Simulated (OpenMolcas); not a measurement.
**A ladder of methods for GeO (SMILES [O]=[Ge])**

GeO has 2 atoms, charge 0, and is taken as a singlet. SMILES: `[O]=[Ge]`. Geometry: relaxed at PBE0-D4/def2-TZVP.

```xyz
2

O     0.0000    0.0000   -0.0230
Ge    0.0000    0.0000    1.5995
```

Quantity: the HOMO–LUMO gap, in eV. The values are calculated.

```json
{"level": "HF/cc-pVTZ", "kind": "Hartree–Fock", "program": "OpenMolcas", "value (eV)": "12.41"}
{"level": "SVWN5/cc-pVTZ", "kind": "LDA", "program": "OpenMolcas", "value (eV)": "4.34"}
{"level": "BLYP/cc-pVTZ", "kind": "GGA", "program": "OpenMolcas", "value (eV)": "4.31"}
{"level": "revPBE/cc-pVTZ", "kind": "GGA", "program": "OpenMolcas", "value (eV)": "4.35"}
{"level": "M06-L/cc-pVTZ", "kind": "meta-GGA", "program": "OpenMolcas", "value (eV)": "4.68"}
{"level": "B3LYP/cc-pVTZ", "kind": "global hybrid", "program": "OpenMolcas", "value (eV)": "6.02"}
{"level": "M06-2X/cc-pVTZ", "kind": "hybrid meta-GGA", "program": "OpenMolcas", "value (eV)": "8.63"}
{"level": "B2PLYP/cc-pVTZ", "kind": "double hybrid", "program": "OpenMolcas", "value (eV)": "8.73"}
```

All-electron rows without a relativistic Hamiltonian named are non-relativistic. The values span 4.31 to 12.41 eV. Orbital gaps aren't excitation energies, and those of double hybrids come from the SCF part alone; they tend to grow with the share of exact exchange.
